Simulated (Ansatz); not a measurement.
Ansatz (a program for electronic structure) input (CCSD(T)/aug-cc-pVDZ):

Ansatz 0.2 input:
```yaml
crystal:
  periodic: [false, false, false]
  atoms:
    - {symbol: C, position_ang: [2.09617961, -0.16102070, -0.40710721]}
    - {symbol: Ge, position_ang: [0.10784029, -0.05903555, 0.22534696]}
    - {symbol: O, position_ang: [-0.48861916, -1.26269922, -1.05092517]}
    - {symbol: O, position_ang: [-0.14869049, 1.64673440, -0.45139636]}
    - {symbol: O, position_ang: [-1.75953548, 0.00214591, 0.98723059]}
    - {symbol: H, position_ang: [2.09565564, 0.05962029, -1.47755151]}
    - {symbol: H, position_ang: [2.69012745, 0.57842015, 0.13207267]}
    - {symbol: H, position_ang: [2.48658313, -1.16370615, -0.22691641]}
    - {symbol: H, position_ang: [-1.42246854, -1.35467773, -0.82892329]}
    - {symbol: H, position_ang: [-1.04816969, 1.84892867, -0.16877612]}
    - {symbol: H, position_ang: [-1.65493375, -0.20277224, 1.92236266]}
basis:
  gaussian:
    orbitals: aug-cc-pVDZ
total_charge: -1
magnetization: {spin_polarized: true, initial_magnetization: 1}
correlation: {method: ccsd_t, electrons: outside_noble_gas}
```

End of the output:

```
second order -24.46700068 eV of doubles, -0.00000000 eV of singles
coupled cluster: 3.43 GiB planned
cycle   1  -25.18798347 eV  change   -6.9e-1 eV  update   4.1e-2
cycle   2  -25.23963804 eV  change   -5.2e-2 eV  update   1.2e-2
cycle   3  -25.24231008 eV  change   -2.7e-3 eV  update   1.0e-2
cycle   4  -25.24532583 eV  change   -3.0e-3 eV  update   5.1e-3
cycle   5  -25.24653442 eV  change   -1.2e-3 eV  update   2.9e-3
cycle   6  -25.24624084 eV  change    2.9e-4 eV  update   1.1e-3
cycle   7  -25.24639912 eV  change   -1.6e-4 eV  update   4.7e-4
cycle   8  -25.24639185 eV  change    7.3e-6 eV  update   1.9e-4
cycle   9  -25.24635784 eV  change    3.4e-5 eV  update   9.0e-5
cycle  10  -25.24635538 eV  change    2.5e-6 eV  update   4.4e-5
cycle  11  -25.24635276 eV  change    2.6e-6 eV  update   2.3e-5
perturbative correction -0.86166759 eV, -0.0316656998 hartree
Total energy: -63738.20026116 eV, -2342.3356562939 hartree
```
